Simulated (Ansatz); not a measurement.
Stepwise reaction of `C#[C][Hf]([Cl])([Cl])[C]#C` with hydrogen chloride, as a gas-phase model of exchange steps in deposition or etching. ΔE in kJ/mol; ΔG adds harmonic PBE0-D4 terms to CCSD(T)/CBS, at 1 bar.

Calculated with Ansatz (gas phase, PBE0-D4/def2-TZVP geometries, no zero-point term in ΔE). CCSD(T)/CBS is the MP2 limit (def2-TZVPP, def2-QZVPP) plus CCSD(T) − MP2 in def2-TZVPP, frozen cores. This one scheme is used for every species. Functionals use def2-TZVPP. B3LYP here is the variant with VWN-RPA as its local correlation; programs differ in this. Elements past krypton have def2 core potentials. For Hf outer-core shells are correlated without core-valence functions, which leaves a few kJ/mol of doubt a bond.

| step | reaction | PBE-D4 | B3LYP-D4 | ωB97M-V | CCSD(T)/CBS | ΔG(500 K) |
| --- | --- | --- | --- | --- | --- | --- |
| 1 | `C#[C][Hf]([Cl])([Cl])[C]#C` + HCl → `C#[C][Hf]([Cl])([Cl])[Cl]` + `C#C` | -129.1 | -132.3 | -134.6 | -131.9 | -117.1 |
| 2 | `C#[C][Hf]([Cl])([Cl])[Cl]` + HCl → `[Cl][Hf]([Cl])([Cl])[Cl]` + `C#C` | -124.9 | -128.2 | -130.6 | -128.0 | -109.7 |

By hand: ΔE of the 2 steps together at CCSD(T)/CBS.

(-131.9) + (-128.0) = -259.9 kJ/mol, or -129.9 kJ/mol a step.

In ΔE the steps differ by no more than 3.9 kJ/mol. All are downhill at CCSD(T)/CBS. ΔG lies between -117.1 and -109.7 kJ/mol a step. PBE-D4 differs from CCSD(T)/CBS by 2.8 to 3.1 kJ/mol a step. Only this route is followed, and other bonds may react first. Isolated molecules leave out the surface, adducts and barriers. Largest T1 diagnostic: 0.015.
